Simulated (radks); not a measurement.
Problem. Coherent X-ray form factor from a spherical all-electron density. All-electron calculation, Dirac Kohn-Sham, Slater X-alpha with alpha = 1.007, spin-unpolarised, spherical densities, finite nucleus; Fermi nuclear charge, rms radius of each element as measured or else 0.836 A^(1/3) + 0.57 fm. Program: a radial shooting solver on a logarithmic mesh with Libxc functionals.

| sin(theta)/lambda (1/angstrom) | f0 (electrons) |
|---|---|
| 0.05 | 46.850 |
| 0.1 | 46.406 |
| 0.15 | 45.680 |
| 0.2 | 44.697 |
| 0.25 | 43.486 |
| 0.3 | 42.083 |
| 0.4 | 38.856 |
| 0.5 | 35.342 |
| 0.6 | 31.834 |
| 0.8 | 25.671 |
| 1 | 21.205 |
| 1.25 | 17.686 |
| 1.5 | 15.416 |
| 2 | 11.820 |

The species is in the configuration that NIST lists as its ground one. Which atom or ion scatters so?

Solution. The gadolinium ion Gd17+, [Kr] 4d10 4f1. Extrapolating in s^2 from the first two rows gives f0(0) = 47.0, near the electron count 47; among species with that count, the fall with angle is slower the higher Z, and the table is that of Z = 64; from so few rows the species is fixed only to a neighbour or two.
